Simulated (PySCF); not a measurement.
SMILES BrCC[SiH3] (GFN2-xTB optimised geometry):

```
11

Si     0.746    -1.450    -0.003
C      0.044     0.326     0.000
C     -1.463     0.326     0.000
Br    -2.202     2.154     0.000
H      0.236    -2.154    -1.181
H      2.202    -1.355    -0.043
H      0.299    -2.133     1.212
H      0.409     0.865     0.876
H      0.408     0.868    -0.875
H     -1.873    -0.150     0.889
H     -1.872    -0.150    -0.890
```

Computed with B3LYP/def2-TZVP run with PySCF 2.14.0.

**Question.** What are the frontier orbital energies and the dipole moment?

**Answer.** HOMO-2 -8.76 eV, HOMO-1 -7.60 eV, HOMO -7.55 eV, LUMO -0.52 eV, LUMO+1 0.17 eV; dipole moment 1.94 D.

Meta-Löwdin charges at B3LYP/def2-TZVP: Si1 0.52, C2 -0.42, C3 -0.17, Br4 -0.13, H5 -0.10, H6 -0.10, H7 -0.10, H8 0.12, H9 0.12, H10 0.13, H11 0.13.
